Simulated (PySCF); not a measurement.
# Electronic structure of Ti⁺ (titanium, charge +1) at the UHF level

Configuration: [Ar] 3d2 4s1, high-spin 4F determinant. Computed with PySCF 2.14 in def2-QZVPPD (11s6p5d3f2g, 93 functions), with no relativity, point nucleus.

```
Total energy                                     : -848.210600 hartree
One-electron energy                              : -1157.1424 hartree
Hartree (Coulomb) energy                         : 349.9118 hartree
Exchange energy                                  : -40.9799 hartree
Kinetic energy                                   : 848.19891 hartree
⟨S²⟩                                             : 3.7528
⟨L²⟩                                             : 12.041
Sum of ⟨r⟩                                       : 17.28 bohr
Sum of ⟨r²⟩                                      : 29.24 bohr²
Density at the nucleus (Gaussians lack the cusp) : 7080 bohr⁻³
Spin density at the nucleus                      : 2.74 bohr⁻³
Langevin diamagnetic susceptibility              : -23.2 ×10⁻⁶ cm³/mol
```

| shell | electrons | mean orbital energy (hartree) | rms radius, mean of both spins (bohr) |
| --- | --- | --- | --- |
| 1s α | 1 | -183.53930 | 0.0812 |
| 1s β | 1 | -183.53634 | 0.0812 |
| 2s α | 1 | -21.70384 | 0.353 |
| 2s β | 1 | -21.66540 | 0.353 |
| 2p α | 3 | -18.07179 | 0.321 |
| 2p β | 3 | -18.03609 | 0.321 |
| 3s α | 1 | -3.20288 | 1.09 |
| 3s β | 1 | -3.06183 | 1.09 |
| 3p α | 3 | -2.13926 | 1.18 |
| 3p β | 3 | -1.97457 | 1.18 |
| 3d α | 2 | -0.71428 | 1.62 |
| 4s α | 1 | -0.47548 | 3.51 |

Spin-orbit constants ζ (cm⁻¹) from the X2C one-electron operator on these orbitals (non-relativistic here): bare nucleus, nucleus screened by l(l+1)(2l+1)/3 electrons, and screened by the Breit-Pauli mean field of the electrons.

```json
{"shell": "2p", "bare": "32350", "screened nucleus": "29410", "mean field": "28050"}
{"shell": "3p", "bare": "3479", "screened nucleus": "3163", "mean field": "2992"}
{"shell": "3d", "bare": "262.6", "screened nucleus": "143.2", "mean field": "122.8"}
```

To first order the Landé constant is A = 40.94 cm⁻¹, so the lowest level has J = 3/2 and lies 0.0305 eV below the centre of the term. This holds in LS coupling only.
